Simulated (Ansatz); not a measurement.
Input file for Ansatz (a quantum-chemistry and plane-wave program): R-SVWN5/def2-TZVPP on AlH4NO2 (SMILES [NH2][Al]([OH])[OH]), a point of a torsion scan.

Ansatz 0.2 input:
```yaml
crystal:
  periodic: [false, false, false]
  atoms:
    - {symbol: N, position_ang: [1.36406902, 0.00012313, 0.25065353]}
    - {symbol: Al, position_ang: [0.25656834, 0.25151042, -1.12526511]}
    - {symbol: O, position_ang: [-0.36233857, 1.73287358, -1.51770039]}
    - {symbol: O, position_ang: [-0.18278149, -1.10220963, -1.96056441]}
    - {symbol: H, position_ang: [2.00489558, 0.70172625, 0.58650044]}
    - {symbol: H, position_ang: [1.74635167, -0.91534007, 0.42781525]}
    - {symbol: H, position_ang: [-0.46308568, 2.66086412, -1.37287207]}
    - {symbol: H, position_ang: [-0.68695707, -1.53887281, -2.63103462]}
basis:
  gaussian:
    orbitals: def2-TZVPP
hamiltonian:
  xc: {name: SVWN5}
scf: {lower_state_search: off}
```

Program output:

```
WARN ansatz: RAYON_NUM_THREADS=1 ignored (pool sized by the plan → 1); use --threads N
Functional definition: SVWN5
these checks for a lower state are left out or cut short: stability, starts, cluster_reference, orbital_swaps, neighbouring_geometries, increment
integrals: 0.09 GiB planned
962 factors; their error is unknown
mean field: 0.65 GiB planned
mean field evaluation 1: about -12158.9567 eV, gradient 1.2e2 eV
mean field evaluation 2: about -12071.3200 eV, gradient 2.2e2 eV
mean field evaluation 4: about -12182.2295 eV, gradient 2.1e1 eV
mean field evaluation 8: about -12182.9758 eV, gradient 1.9e-1 eV
mean field evaluation 16: about -12182.9687 eV, gradient 1.4e-4 eV
mean field -12182.96867238 eV, -447.7158407973 hartree, gradient 6.3e-6 eV, S^2 0.000000; 0 other end points of the search recorded, 0 dependent functions left out
reference -12182.96871297 eV, -447.7158422889 hartree; 20, 20 occupied and 171, 171 virtual orbitals, 962 factors
Total energy: -12182.96871297 eV, -447.7158422889 hartree
Checks for a lower state left out: stability, starts, cluster_reference, orbital_swaps, neighbouring_geometries, increment
```

The run converged.

Cost: about 1.4 core-seconds (a rough figure).
